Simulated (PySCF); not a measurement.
# Electron correlation in Ga (gallium, neutral)

[Ar] 3d10 4s2 4p1, 2P determinant. Computed with PySCF 2.14 in cc-pVTZ-PP with ECP10MDF (5s4p3d1f, 39 functions), with a scalar-relativistic core potential. Frozen: 3s2 3p6 3d10; 3 electrons correlated.

MP2 pair energies summed by pair of shells (mhartree):

```tsv
pair	energy	share (%)
4s-4s	-20.09	58.8
4s-4p	-14.07	41.2
```

Total MP2 correlation energy: -34.16 mhartree.

Same-spin part -2.54 and opposite-spin part -31.62 mhartree; SCS-MP2 scales them by 1/3 and 6/5 to -38.79 mhartree.

```json
{"level": "CCSD", "correlation energy (mhartree)": "-47.07"}
{"level": "(T)", "correlation energy (mhartree)": "-0.87"}
{"level": "CCSD(T)", "correlation energy (mhartree)": "-47.94"}
```

Diagnostics: T1 = 0.013, D1 = 0.0308, largest double amplitude 0.077.

Question: Is a single reference adequate?

Answer: Mostly. T1 lies below 0.03, but a double amplitude of this size points to a near-degeneracy that CCSD handles and MP2 describes poorly.
